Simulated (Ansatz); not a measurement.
Computed with frozen-core CCSD(T)/def2-TZVPP // B3LYP-D3(BJ)/def2-SVP in Ansatz (a quantum-chemistry and plane-wave program).

Ansatz 0.2 input:
```yaml
crystal:
  periodic: [false, false, false]
  atoms:
    - { symbol: In, position_ang: [0.292704, 0.209682, -0.497889] }
    - { symbol: C, position_ang: [-0.459359, -1.501873, -1.653635] }
    - { symbol: H, position_ang: [-1.559855, -1.520968, -1.665778] }
    - { symbol: H, position_ang: [-0.087678, -2.453246, -1.243357] }
    - { symbol: H, position_ang: [-0.110222, -1.422685, -2.696005] }
    - { symbol: C, position_ang: [-0.827792, 2.100431, -0.490942] }
    - { symbol: H, position_ang: [-1.911715, 1.920962, -0.557899] }
    - { symbol: H, position_ang: [-0.530081, 2.706638, -1.361909] }
    - { symbol: H, position_ang: [-0.615532, 2.685277, 0.417074] }
    - { symbol: C, position_ang: [2.291718, 0.12101, 0.411153] }
    - { symbol: H, position_ang: [2.363814, 0.793347, 1.279692] }
    - { symbol: H, position_ang: [3.045204, 0.439458, -0.327459] }
    - { symbol: H, position_ang: [2.539821, -0.903531, 0.727899] }
    - { symbol: O, position_ang: [-1.448375, -1.032938, 2.780549] }
    - { symbol: C, position_ang: [-0.944879, -0.673497, 1.837715] }
basis:
  gaussian: { orbitals: def2-TZVPP }
correlation:
  method: ccsd_t
```

Output:

```
Functional definition: HF
2125 factors; integrals over basis functions are off by at most 1.2e-3 eV
mean field evaluation 1: about -11446.0954 eV, gradient 5.0e1 eV
mean field evaluation 2: about -11446.2567 eV, gradient 5.0e1 eV
mean field evaluation 4: about -11452.1083 eV, gradient 6.8e0 eV
mean field evaluation 8: about -11452.2239 eV, gradient 3.2e-1 eV
mean field evaluation 16: about -11446.0954 eV, gradient 5.0e1 eV
mean field -11452.22426348 eV, -420.8614790864 hartree, gradient 2.0e-6 eV, S^2 0.000000; 0 other end points of the search recorded, 0 dependent functions left out
9 core orbitals not correlated
reference -11452.22426348 eV, -420.8614790864 hartree; 22, 22 occupied and 300, 300 virtual orbitals, 2125 factors
second order -32.77408878 eV of doubles, -0.00000000 eV of singles
cycle   1  -32.76755316 eV  change    6.5e-3 eV  update   1.4e-1
cycle   2  -33.62323849 eV  change   -8.6e-1 eV  update   4.2e-2
cycle   3  -33.82644558 eV  change   -2.0e-1 eV  update   2.2e-2
cycle   4  -33.81578142 eV  change    1.1e-2 eV  update   5.1e-3
cycle   5  -33.81440426 eV  change    1.4e-3 eV  update   1.8e-3
cycle   6  -33.81474632 eV  change   -3.4e-4 eV  update   5.2e-4
cycle   7  -33.81454299 eV  change    2.0e-4 eV  update   2.3e-4
cycle   8  -33.81443857 eV  change    1.0e-4 eV  update   7.2e-5
cycle   9  -33.81446414 eV  change   -2.6e-5 eV  update   3.3e-5
perturbative correction -1.35241130 eV, -0.0497001984 hartree
Total energy: -11487.39113891 eV, -422.1538379217 hartree
```

Cost: about 70 core-minutes (a rough figure).
